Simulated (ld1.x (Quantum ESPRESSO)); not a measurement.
**Building the ultrasoft potential for Pb (Z = 82) (PBE, scalar-relativistic).**

lead, ultrasoft, made with ld1.x (Quantum ESPRESSO) 7.5 (PBE, scalar-relativistic). Core [Xe] 4f14, reference 5d10 6s2 6p2. Waves: 6s (bound): rcut 1.90, rcutus 2.15 bohr; 6s channel at 1.7 Ry: rcut 1.90, rcutus 2.15 bohr; 6p (bound): rcut 1.50, rcutus 2.05 bohr; 6p channel at 0.7 Ry: rcut 1.50, rcutus 2.05 bohr; 5d (bound): rcut 1.20, rcutus 1.55 bohr; 5d channel at -1.2 Ry: rcut 1.20, rcutus 1.55 bohr. Local part: all-electron potential smoothed inside 2.05 bohr (lloc = -1). Core correction: none. Augmentation charge: PSQ, inside the norm-conserving radii.

All-electron outer shells of the reference configuration (PBE, scalar-relativistic, ld1.x):

```tsv
shell	level (eV)	outermost node (bohr)	outermost maximum (bohr)
4f	-132.89	–	0.35
5p	-85.83	0.49	0.88
5d	-21.18	0.52	1.07
6s	-12.04	1.01	1.95
6p	-3.50	1.18	2.67
```

Results:

| Item | Value |
| --- | --- |
| Cutoffs needed | 50 Ry and 90 Ry (the cutoffs (Ry, on a coarse ladder) from which the occupation-weighted sum of valence levels, in a spherical-Bessel basis at the reference potential, stays within 10 and 1 mRy of its value at 400 Ry) |
| Ghost test | ghost state, extra bound levels that the all-electron valence spectrum of the same l lacks: p at -23.0 eV; a true bound ghost makes a file unfit for plane-wave use (spherical-Bessel basis up to 400 Ry, 20 bohr box) |
| Largest excitation error | -126 meV (all-electron minus pseudo) for 5d10 6s0 6p4, out of 7 test configurations |
| Lowest eigenvalue of the overlap operator | 0.41 (s channel) |
| Density cutoff estimated by the generator | 325 Ry |

Generation and tests took about 1.8 s on one core of a shared server CPU.
